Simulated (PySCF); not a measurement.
# SrH₂: breathing scan

Computed with PBE0/[Sr x2c-TZVPall, H x2c-TZVPall], spin-free X2C, density fitting, no spin–orbit coupling, PySCF.

Rigid scan from the singlet minimum (Sr–H 2.153 Å (×2); H–Sr–H 125.9°). Coordinate: all bonds to the central atom scaled together. Energies in kJ/mol from the minimum.

```
scale of all bonds to the centre  E (kJ/mol)  dipole size (D)
                            0.88        47.0             5.48
                            0.92        19.1             5.69
                            0.96         4.3             5.87
                            1.00         0.0             6.05
                            1.04         3.7             6.22
                            1.08        13.7             6.38
                            1.14        37.1             6.61
                            1.22        78.7             6.90
                            1.35       158.7             7.29
```

Other isomers or separated fragments may lie lower.
